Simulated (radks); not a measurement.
Exchange energies: the exact (Fock) value of the Kohn-Sham orbitals and density-functional approximations, as 100 (|E| - |E exact|)/|E exact|, negative where the magnitude is too small. Species: Ir66+ [Ne] 3s1; Sb [Kr] 4d10 5s2 5p3. Method: non-relativistic Kohn-Sham, PBE, spin-polarised, spherical densities, point nucleus; computed with a radial shooting solver on a logarithmic mesh with Libxc functionals. Every spin shell is full or empty, so the densities are truly spherical. Functionals are evaluated on that one density, not self-consistently.

| functional | Ir66+ | Sb |
|---|---|---|
| exact (hartree) | -133.245 | -163.751 |
| LDA | -7.81 | -4.82 |
| B88 | -0.21 | +0.01 |
| PBEsol | -3.56 | -2.26 |
| PW91 | -0.40 | -0.02 |
| AM05 | -6.79 | -4.50 |
| TPSS | -0.10 | -0.30 |
| SCAN | +0.19 | +0.16 |
| MVS | -0.42 | +0.07 |
